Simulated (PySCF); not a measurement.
**Spin states of GeO**

Unrestricted PBE0; PySCF, scalar-relativistic core potentials, basis sets Ge cc-pVTZ-PP with ECP10, O cc-pVTZ. Outer shells of the fragments: Ge 3d10 4s2 4p2; O 2s2 2p4.

Followed along the bond (rough minima from three points):

```tsv
2Ms+1	unpaired	⟨S²⟩ at the start	R at minimum (Å)	Te (eV)
1	none	0.00	1.62	0.00
3	π ↑↑	2.01	none in the scan	≤ 3.17
5	σ ↑, π ↑↑↑	6.01	none in the scan	≤ 6.60
```

Solutions found at the starting distance of 1.760 Å, counted from the lowest of them; the search is not exhaustive and high or unbound solutions are not listed, so other states can lie among these:

| 2Ms+1 | unpaired | term | E (eV) | ⟨S²⟩ | ⟨Lz²⟩ | μ (D) |
| --- | --- | --- | --- | --- | --- | --- |
| 1 | none | ¹Σ⁺ | 0.00 | 0.00 | 0.00 | -3.89 |
| 3 | π ↑↑ | mixed | 2.84 | 2.01 | 2.01 | -1.06 |
| 3 | π ↑↑ | mixed | 3.16 | 2.01 | 2.01 | -1.12 |
| 1 | π ↑↓ | mixed | 3.23 | 1.01 | 2.02 | -1.15 |
| 3 | σ ↑, π ↑ | ³Π | 3.29 | 2.01 | 1.01 | -2.63 |
| 3 | σ ↑, π ↑ | ³Π | 6.23 | 2.00 | 1.02 | -0.58 |

A term symbol is given only where ⟨S²⟩ and ⟨Lz²⟩ are close to those of a pure state; real π, δ and φ orbitals otherwise mix terms. A positive dipole means Ge(−)O(+).

Counting both spins, an empty level lies below a filled one in some of these solutions, because spin and occupation are held.
